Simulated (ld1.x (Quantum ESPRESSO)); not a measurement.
# Transferability test, RRKJ potential for technetium

- Element: technetium (Tc)
- Generator: ld1.x (Quantum ESPRESSO) 7.5
- Type: norm-conserving RRKJ (Kleinman–Bylander form)
- Functional: PBE
- Relativity: scalar-relativistic
- Frozen core: [Ar] 3d10
- Valence charge: 15
- Reference configuration: 4s2 4p6 4d5 5s2 5p0
- Partial waves: 4p (bound): rc 0.94 bohr; 4d (bound): rc 1.25 bohr; 4s (bound): rc 1.90 bohr
- Local potential: the s channel
- Core correction: none
- rho0: 0.02

Occupied shells without a wave of their own: 5s. They enter only through the test configuration that unscreens the potential.

Energies are relative to the spin-unpolarised reference configuration 4s2 4p6 4d5 5s2 5p0; without spin polarisation the order of configurations can differ from experiment.

```
valence configuration  charge  ΔE all-electron (eV)  error AE − PS (meV)
  4s2 4p6 4d5 5s1 5p0      +1                 8.153                -3479
  4s2 4p6 4d5 5s0 5p0      +2                23.004                -8540
  4s2 4p6 4d4 5s0 5p0      +3                51.710               -11939
  4s2 4p6 4d5 5s0 5p2       0                 7.711                -5127
  4s2 4p6 4d5 5s1 5p1       0                 3.754                -2427
```

Q: What are ΔE and the potential's error for 4s2 4p6 4d5 5s0 5p1?

A: ΔE = 12.735 eV all-electron; the error (AE − PS) is -6443 meV.

Q: What are ΔE and the potential's error for 4s2 4p6 4d6 5s0 5p0?

A: ΔE = 6.165 eV all-electron; the error (AE − PS) is -5618 meV.

Levels in the configuration 4s2 4p6 4d5 5s0 5p2:

```csv
level,all-electron (eV),pseudo (eV)
4s,-76.162,-78.376
4p,-48.130,-50.100
4d,-9.241,-10.713
5p,-2.676,-3.621
```

These tests converged, but a pseudo level misses the all-electron one widely, so the file describes the atom poorly there or has found another state: 4s2 4p6 4d5 5s1 5p0: 5s by 4.2 eV; 4s2 4p6 4d5 5s0 5p0: 4d by 3.2 eV; 4s2 4p6 4d4 5s0 5p0: 4d by 3.6 eV; 4s2 4p6 4d5 5s0 5p2: empty 5s by 2.0 eV; 4s2 4p6 4d6 5s0 5p0: 4d by 2.6 eV; 4s2 4p6 4d5 5s0 5p1: 4d by 2.3 eV; 4s2 4p6 4d5 5s1 5p1: 5s by 3.3 eV. The 5s level has no wave, so the channel is fitted at the deeper level alone: the likely source of the large errors.

A Bessel basis up to 400 Ry misses an occupied level by 0.02 Ry, so cutoffs and ghosts were not judged. The potential misses its own reference levels by up to 2.8 eV, so it is not fit for use.
